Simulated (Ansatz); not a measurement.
```yaml
crystal:
  periodic: [false, false, false]
  atoms:
    - {symbol: C, position_ang: [0.365817, 1.204804, -0.778557]}
    - {symbol: Sn, position_ang: [-0.080748, -0.712345, -0.005395]}
    - {symbol: O, position_ang: [0.345730, -0.595998, 1.902307]}
    - {symbol: Br, position_ang: [-2.531438, -1.123653, -0.163546]}
    - {symbol: H, position_ang: [0.105875, 1.250019, -1.835242]}
    - {symbol: H, position_ang: [-0.217095, 1.939442, -0.224797]}
    - {symbol: H, position_ang: [1.428941, 1.408113, -0.650022]}
    - {symbol: H, position_ang: [0.666760, -2.088729, -0.683269]}
    - {symbol: H, position_ang: [0.004656, -1.327953, 2.421520]}
basis:
  gaussian: {orbitals: def2-mTZVP, fitting: {mean_field: cc-pVTZ-jkfit}}
magnetization: {spin_polarized: true, initial_magnetization: 0}
hamiltonian: {xc: {name: PBEsol}}
output: {forces: true}
```

```sh
$ ansatz run in.yaml --threads 4 --pin off --events-out ev --progress --plain --max-ram 10444MiB
```

(1) How does Ansatz answer? (Estimate.)

Answers

(1) Computed: The input was rejected before any iteration.
```
Functional definition: PBEsol
Error: <dir> the basis set cc-pVTZ-JKFIT has no functions for Sn
```
